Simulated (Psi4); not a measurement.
Complex: H2O (SMILES O) (first 3 atoms) with HCl (SMILES Cl); geometry from B3LYP-D3(BJ)/def2-TZVP, rigid monomers moved along the line of their centres of mass till O1···H5 is 2.12 Å.
(charge 0, multiplicity 1):
```xyz
5

O      0.2116     0.5618     0.1773
H      0.7237    -0.1570    -0.2099
H     -0.6615     0.5165    -0.2283
Cl     0.0727     0.3702     3.5927
H      0.1486     0.4905     2.2961
```

Level of theory: SAPT0/jun-cc-pV(D+d)Z run with Psi4.

Which attractive term is largest, and how does the interaction split up?

electrostatics -7.01, exchange 4.64, induction -1.86, dispersion -1.08, total -5.31 kcal/mol; the largest attraction is electrostatics.
